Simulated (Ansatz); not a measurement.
Reactions of CH5ClGeS (`S[CH2][GeH2][Cl]`).

Program: Ansatz. Geometries: PBE0-D4/def2-TZVP. ΔE: electronic, gas phase. CCSD(T)/CBS adds triple-zeta CCSD(T) − MP2 to the extrapolated MP2 energy (def2 sets, frozen cores). This one scheme is used for every species, atoms too. No spin–orbit coupling; open shells (•) take unrestricted orbitals. Spin–orbit coupling would lower the free atoms: a little for C, Cl, S; clearly for Ge. Bonds to Ge are less sure, by a few kJ/mol each and by 10 to 20 or more in all where they break to atoms, as the def2 sets lack core-valence functions. Scalar relativity is left out up to krypton. Each species was taken in one conformer, which may not be the lowest.

(1) Order these by ΔE at CCSD(T)/CBS, lowest first. (Best estimate.)
A. `S[CH2][GeH2][Cl]` → C• + Cl• + Ge• + 5 H• + S•
B. `S[CH2][GeH2][Cl]` → `C[S][GeH2][Cl]`
C. `S[CH2][GeH2][Cl]` + H₂ → `[CH3][GeH2][Cl]` + H₂S
D. `S[CH2][GeH2][Cl]` + H₂ → `S[CH2][GeH3]` + HCl
E. `S[CH2][GeH2][Cl]` + CH₃OH → `C[O][GeH2][Cl]` + CH₃SH

Largest T1 diagnostic: 0.011, for `S[CH2][GeH3]`.

## Answers

(1) C (-0.80 eV), B (-0.60 eV), E (-0.32 eV), D (+0.63 eV), A (+28.97 eV).
